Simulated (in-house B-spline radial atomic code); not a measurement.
**Ionising Re IX (Re8+) with different functionals**

Computed with a B-spline radial code for spherical atoms: scalar-relativistic (spin-free X2C) Hamiltonian, Fermi nucleus of rms radius 5.3698 fm, spin-polarised at highest spin, spherical fractional occupations for the functionals, and exact exchange of hybrids averaged over the configuration. The ionisation energy is the difference of two self-consistent energies, [Kr] 4d10 4f14 5s2 5p5 → [Kr] 4d10 4f14 5s2 5p4, without Breit or QED terms; ε is the level of the shell that loses the electron (its least bound occupied spin orbital). There is no spin-orbit coupling in this Hamiltonian.

```csv
method,rung,ΔSCF (eV),-ε(5p) (eV)
PBE0,global hybrid,?,?
B3LYP,global hybrid,?,?
TPSSh,global hybrid,166.52,158.21
M06-2X,global hybrid,165.98,162.83
BHandHLYP,global hybrid,166.21,161.83
r2SCAN0,global hybrid,166.74,160.13
B97-1,global hybrid,166.43,159.15
HSE06,range-separated hybrid,166.33,159.02
wB97X,range-separated hybrid,166.18,161.90
CAM-B3LYP,range-separated hybrid,166.56,161.15
LC-wPBE,range-separated hybrid,166.44,162.39
```

(1) What does PBE0 give?

(2) What does B3LYP give?

(3) Among the functionals, which spreads more, the ΔSCF values or the orbital energies?

(4) How do they compare with the NIST value?

Results:

(1) ΔSCF 166.42 eV, and -ε(5p) = 159.56 eV.

(2) ΔSCF 166.60 eV, and -ε(5p) = 159.18 eV.

(3) The orbital energies: ΔSCF values span about 0.76 eV and the orbital energies 4.62 eV; here energy differences depend much less on the functional than eigenvalues do.

(4) NIST lists 165 eV ± 8 (tabulated theory, ground level to ground level). Errors run from +0.98 to +1.74 eV; all lie within about twice that uncertainty, so the table can't rank the methods.
